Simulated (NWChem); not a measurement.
# SnClF, singlet; SMILES [F][Sn][Cl]

Results from NWChem. Low-valent species are run as closed-shell singlets; no triplet was tried in these runs. Structure relaxed at the PBE0/def2-SVP level. def2 effective core potentials on Sn; no spin-orbit coupling. Level: PBE0/def2-SVPD; rows give the wavelength of the field.

| field | isotropic polarisability (bohr³) | anisotropy (bohr³) |
|---|---|---|
| static | (withheld) | (withheld) |
| 1065 nm | 54.4 | 24.2 |
| 589 nm | 56.7 | 25.3 |

**Question.** Complete the blanks.

**Answer.** 
- static, isotropic polarisability (bohr³): 53.5
- static, anisotropy (bohr³): 23.7
